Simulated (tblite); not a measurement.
Compound: C7H11O2P.
SMILES with atom numbers: `[CH:1]#[C:2][P@@:3](=[O:4])([OH:5])[CH:6]1[CH2:7][CH2:8][CH2:9][CH2:10]1` (hydrogens: H11 on C1; H12 on O5; H13 on C6; H14, H15 on C7; H16, H17 on C8; H18, H19 on C9; H20, H21 on C10)

Geometry (GFN2-xTB, Å), atoms numbered from 1 in this order:
```xyz
21
C7H11O2P angstrom
C      2.3936   -0.7625   -1.7136
C      2.0273   -0.3390   -0.6523
P      1.5914    0.2213    0.9822
O      2.2453   -0.5211    2.0644
O      2.0388    1.7710    0.9706
C     -0.2365    0.2970    0.9930
C     -0.7698    1.2018   -0.1259
C     -1.8590    0.3791   -0.8132
C     -1.3479   -1.0530   -0.6888
C     -0.8042   -1.1074    0.7378
H      2.6942   -1.1217   -2.6555
H      2.7727    1.8689    1.5801
H     -0.5127    0.6614    1.9866
H      0.0331    1.4187   -0.8343
H     -1.1432    2.1500    0.2582
H     -2.8033    0.4823   -0.2755
H     -2.0160    0.6813   -1.8474
H     -0.5396   -1.2195   -1.4025
H     -2.1256   -1.7952   -0.8638
H     -1.6118   -1.3236    1.4391
H     -0.0355   -1.8730    0.8603
```

Method: GFN2-xTB as coded in tblite; computed harmonic values from a numerical Hessian at the method's own geometry, unscaled. Errors from tens to a few hundred cm⁻¹ against measured bands are possible. One conformer, not necessarily the lowest.

Harmonic wavenumbers (cm⁻¹): 39.8, 73.9, 90.9, 122.7, 130.9, 204.1, 222.9, 256.8, 281.4, 327.0, 367.4, 411.8, 440.8, 546.9, 593.2, 652.5, 670.7, 677.3, 754.7, 807.5, 849.1, 875.2, 883.0, 940.0, 969.5, 979.4, 991.3, 1057.9, 1081.4, 1100.0, 1136.4, 1166.2, 1197.3, 1217.8, 1224.3, 1246.8, 1266.2, 1297.9, 1316.5, 1321.8, 1324.2, 1480.4, 1482.2, 1487.6, 1500.7, 2217.5, 2927.5, 2964.4, 2970.4, 2980.6, 2986.3, 2997.0, 3008.8, 3010.6, 3014.9, 3362.2, 3576.6.

A = 1701, B = 940.4, C = 845.4 MHz; mass 158.050 u (most abundant isotopes); point group C1, symmetry number 1.

Task: What is the zero-point energy?

Result: ½Σν̃ = 36542 cm⁻¹ = 104.48 kcal/mol.

Task: Give the ideal-gas entropy at 298.15 K and 1 bar in the rigid-rotor, harmonic-oscillator model (classical rotation).

Result: Translation 41.11, rotation 29.85, vibration 34.34: S = 105.3 cal/(mol K).

Task: And Cp and H(298.15 K) − H(0)?

Result: Cp = 43.50 cal/(mol K), of which vibrations give 35.55 (their classical limit is 57 R = 113.3); H(298.15 K) − H(0) = 7.75 kcal/mol without the zero-point energy, 5.38 from vibrations.

Task: How do the functions run with temperature in this model?

Result: 
| T (K) | S (cal/(mol K)) | Cp (cal/(mol K)) | H − H(0) (kcal/mol) | G − H(0) (kcal/mol) | ln q(vib) |
| --- | --- | --- | --- | --- | --- |
| 50 | 60.6 | 14.2 | 0.52 | -2.51 | 0.64 |
| 100 | 72.5 | 20.8 | 1.40 | -5.85 | 2.08 |
| 373.15 | 116.0 | 52.1 | 11.34 | -31.95 | 10.47 |
| 500 | 133.0 | 64.4 | 18.76 | -47.75 | 14.28 |
| 750 | 162.6 | 81.1 | 37.11 | -84.81 | 21.50 |
| 1000 | 187.5 | 91.8 | 58.81 | -128.65 | 28.19 |

q(vib) and H(0) count from the zero-point level.

Task: Which modes carry the vibrational entropy at 298.15 K?

Result: 39.8 cm⁻¹: 5.27; 73.9 cm⁻¹: 4.05; 90.9 cm⁻¹: 3.64; 122.7 cm⁻¹: 3.06; 130.9 cm⁻¹: 2.93; 204.1 cm⁻¹: 2.10 cal/(mol K); the other 51 give 13.30 together.

Hindered rotation and anharmonicity are outside this model. Other conformers, if any are populated, would add a mixing term that is left out. The structure is chiral; the term R ln 2 for an equal mix with its mirror image is left out.
